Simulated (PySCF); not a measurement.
Computed properties of GaCl3, SMILES [Cl][Ga]([Cl])[Cl]

GaCl3, SMILES [Cl][Ga]([Cl])[Cl]. The structure is a stationary point at PBE0-D3(BJ)/def2-SVP. The isomer is the one that the SMILES or the coordinates give; other isomers of the formula were not compared. Other conformers were not sampled. All values are computed for the isolated molecule unless a solvent is named; none is compared with measurement here.

**Structure.** The optimised structure has D3h symmetry. All 6 harmonic modes at PBE0-D3(BJ)/def2-SVP (PySCF) are real, so it is a minimum. With heavy atoms numbered as in [Ga:1]([Cl:2])([Cl:3])[Cl:4], the shortest bond between them is Ga1–Cl2 at 2.121 Å and the longest Ga1–Cl4 at 2.121 Å.

**Vibrations.** The strongest infrared lines (harmonic, unscaled, degenerate partners summed) lie at 476 cm⁻¹ (161 km/mol, Cl 57 %, Ga 43 %), 125 cm⁻¹ (15 km/mol, Cl 83 %, Ga 17 %), 138 cm⁻¹ (14 km/mol, Ga 60 %, Cl 40 %). The softest mode is at 125 cm⁻¹ and the zero-point energy is 2.5 kcal/mol.

**Electronic structure.** M06-2X/def2-TZVPD (PySCF) places the frontier levels at -10.85 and -1.38 eV, a gap of 9.47 eV, and gives a dipole moment of 0.00 D and a mean polarisability of 66.9 bohr³. PBE/def2-TZVPD (PySCF) at the same geometry gives -8.08 and -3.09 eV, so its gap is 4.48 eV narrower. An orbital gap is neither the optical nor the fundamental gap.

**Excitations.** TDDFT-CAM-B3LYP/def2-SVPD (PySCF) has S1 at 6.08 eV (204 nm, f = 0.000, dark); the most intense of the 10 singlets computed lies at 6.51 eV (f = 0.12). Strengths of degenerate partners are summed. T1 (TDA) is at 5.71 eV. TDDFT-PBE/def2-SVPD (PySCF) puts S1 at 5.07 eV. No vertical singlet excitation falls in the visible range (under 3.1 eV).
